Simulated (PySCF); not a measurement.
B3LYP has the VWN-RPA correlation part, as in Gaussian. Delta-SCF ions had no search for a lower state. Excitations are Tamm–Dancoff values on a coarser integration grid. The basis has no diffuse functions, so Rydberg states are missing or too high.

C$_{3}$H$_{6}$Se, SMILES `C=CC[SeH]` (C–C–C–Se torsion -115°, C–C–Se–H torsion 57°) (charge 0, multiplicity 1)

Computed with B3LYP-D3(BJ)/def2-TZVP in PySCF.

```yaml
HOMO: -6.34 eV
dipole_moment: 1.21 D
LUMO: -0.69 eV
HOMO–LUMO gap: 5.66 eV
S1 excitation (TDA): 4.59 eV
S1 oscillator strength: 0.010
brightest of the four lowest singlets (TDA): 6.20 eV
T1 excitation (TDA): 4.01 eV
S1–T1 gap (TDA): 0.58 eV
vertical ionisation energy (Delta-SCF): 8.72 eV
total_energy: -2519.5542 Ha
cost: roughly 2.2 core-minutes
```

```xyz
10

C     -1.2313     0.8694     0.3931
C     -0.5534     0.1620    -0.5038
C      0.3792    -0.9406    -0.1601
Se     2.2586    -0.5157    -0.6640
H     -1.1438     0.6704     1.4553
H     -1.8959     1.6702     0.0972
H     -0.6506     0.3914    -1.5602
H      0.1728    -1.8435    -0.7357
H      0.3555    -1.1856     0.8990
H      2.3090     0.7219     0.1304
```
